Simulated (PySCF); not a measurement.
A GIAO shielding run with PySCF 2.14 (density fitting, non-relativistic, gas phase) on `O(C)[C@@H]([SiH2]C=C=O)SC`, C$_{5}$H$_{10}$O$_{2}$SSi:

```
$ OMP_NUM_THREADS=1 python probes_run.py task.json out

{"job": {"kind": "nmr", "xc": "PBE0", "basis": "pcSseg-1"}, "charge": 0, "multiplicity": 1}
C      1.135563     1.974732     0.194662
O      0.384447     0.811426     0.462287
C      0.134088     0.006210    -0.644905
Si    -0.350803    -1.706298     0.055740
C      1.203707    -2.366300     0.875425
C      2.250090    -1.626581     1.024828
O      3.165082    -0.916185     1.105745
S     -1.131116     0.749336    -1.758591
C     -2.504173     0.918244    -0.585506
H      1.215077     2.517791     1.134125
H      0.635165     2.596960    -0.554802
H      2.135465     1.713107    -0.168322
H      1.013672    -0.063742    -1.297605
H     -0.766576    -2.570827    -1.052871
H     -1.419607    -1.544778     1.045573
H      1.181278    -3.368101     1.256673
H     -2.091099     1.210765     0.375258
H     -3.157925     1.695675    -0.966997
H     -3.042139    -0.022184    -0.508181
```

Hardware: 1 thread of an Arm Neoverse N1, shared host. The job also computes population analyses, field gradients.

Q: How large is the calculation?

A: 86 electrons, 217 basis functions and 1171 auxiliary functions.

Q: How long does it take, and how much memory does it need?

A: 79 s of wall time, with 14 SCF cycles and 5 response iterations; peak memory 1 GiB. Times on a shared host scatter by some tens of per cent.
